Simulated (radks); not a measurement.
Values are calculated unless marked as measured or tabulated.
Q: Ionisation of Ta, [Xe] 4f14 5d3 6s2, to Ta+, [Xe] 4f14 5d3 6s1, under several functionals. Scalar-relativistic Kohn-Sham, spin-polarised, spherical densities, finite nucleus; open shells are filled with parallel spins first (spin-orbit coupling, left out, can overturn this in heavy ions); a radial shooting solver on a logarithmic mesh with Libxc functionals. Known Delta-SCF values: exchange-only r2SCAN 5.843 eV; MS2 meta-GGA 7.282 eV. What does r2SCAN give, and what is its highest occupied eigenvalue?

A: 7.020 eV by Delta-SCF; the 5d eigenvalue is -4.432 eV. NIST: 7.550 eV (measured).
